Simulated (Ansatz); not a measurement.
`O[SiH](Cl)[SiH2]F` + `O[SiH2]N[SiH](O)Cl` → `O[Si@@H](Cl)N[Si@@H](O)Cl` + `O[SiH2][SiH2]F`  (redistribution)

Program: Ansatz. Geometries: PBE0-D4/def2-TZVP. ΔE: electronic, gas phase. CCSD(T)/CBS adds triple-zeta CCSD(T) − MP2 to the extrapolated MP2 energy (def2 sets, frozen cores). This one scheme is used for every species. DFT in def2-TZVPP. Each species was taken in one conformer, which may not be the lowest.

| species | r2SCAN energy (Eh) |
| --- | --- |
| `O[SiH](Cl)[SiH2]F` | -1216.77125 |
| `O[SiH2]N[SiH](O)Cl` | -1248.16131 |
| `O[Si@@H](Cl)N[Si@@H](O)Cl` | -1707.81562 |
| `O[SiH2][SiH2]F` | -757.12016 |

(1) Work out ΔE.

Largest T1 diagnostic among the species: 0.012.

Answers

(1) ΔE = (-1707.81562) + (-757.12016) − (-1216.77125) − (-1248.16131) = -0.00322 Eh = -8.5 kJ/mol. CCSD(T)/CBS gives -9.1 kJ/mol.

In def2-TZVPP, CCSD(T) changes the Hartree–Fock value by +3.6 kJ/mol (the triples alone add +0.9 kJ/mol) and MP2 by +4.0 kJ/mol.
